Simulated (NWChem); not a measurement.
Molecule: SiHSF₃; SMILES F[Si](F)(F)S

```xyz
6

F      0.7839    -0.9418    -1.2519
Si    -0.0110    -0.3400    -0.0009
F      0.6947    -0.9520     1.2977
F     -1.5166    -0.8675    -0.0522
S     -0.0585     1.7544     0.0008
H      1.2908     1.8468     0.0062
```
Atoms are numbered in this order, from 1.

All runs: NWChem. Geometry: optimised at PBE0/def2-SVP. Level: PBE0/def2-SVP with SMD (1 M gas to 1 M solution), gas-phase geometry. Reactions with the solvent are ignored.

| solvent | dielectric constant | solvation free energy (kcal/mol) | cavity-dispersion-structure term (kcal/mol) | dipole in solution (D) |
|---|---|---|---|---|
| water | 78.4 | -0.9 | 2.7 | 2.15 |
| chlorobenzene | 5.70 | -3.5 | -0.5 | 2.07 |
| toluene | 2.37 | -2.8 | -0.8 | 1.97 |
| benzene | 2.27 | -2.9 | -0.9 | 1.96 |
| anisole | 4.22 | -3.0 | -0.2 | 2.05 |
